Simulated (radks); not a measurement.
Results of a calculation; reference values are marked as such.
Species: the thallium ion Tl66+. Configuration: [Ne] 3s2 3p3.

Level of theory: scalar-relativistic Kohn-Sham, LB94 model potential, spin-polarised, spherical densities, finite nucleus; open shells are filled with parallel spins first (spin-orbit coupling, left out, can overturn this in heavy ions); Fermi nuclear charge, rms radius 5.4759 fm (a radial shooting solver on a logarithmic mesh with Libxc functionals).

Energy parts (hartree):
kinetic: 17502.2741
electron-nucleus: -33702.9189
Hartree: 1335.5120
(The LB94 potential has no energy functional, so no total or exchange-correlation energy is given.)

Orbitals (lengths in bohr, moments of r in powers of bohr):
orbital  occ.  eigenvalue (hartree)      <r^2>       <r^4>
1s up       1             -3362.849  0.0003677   3.729e-07
1s down     1             -3362.835  0.0003676   3.727e-07
2s up       1             -762.7324   0.005463  0.00005125
2s down     1             -762.5951   0.005470  0.00005134
2p up       3             -685.5958   0.004599  0.00004142
2p down     3             -685.2867   0.004607  0.00004152
3s up       1             -306.8445    0.03107    0.001414
3s down     1             -305.9967    0.03100    0.001409
3p up       3             -284.3290    0.03089    0.001445
3p down     0             -283.5413    0.03080    0.001439

The highest occupied level is 3p up at -7737.0 eV. For comparison, the ionisation energy in NIST's Atomic Spectra Database is 7570 eV (theoretical). In exact Kohn-Sham theory the highest level is minus the ionisation energy, but local and semilocal functionals leave it too shallow, through self-interaction and a potential that decays too fast; potentials with the right tail come closer. The electron density at the nucleus is 2.72e+06 e/bohr^3 (large components only). Spin moment in Bohr magnetons: 3.
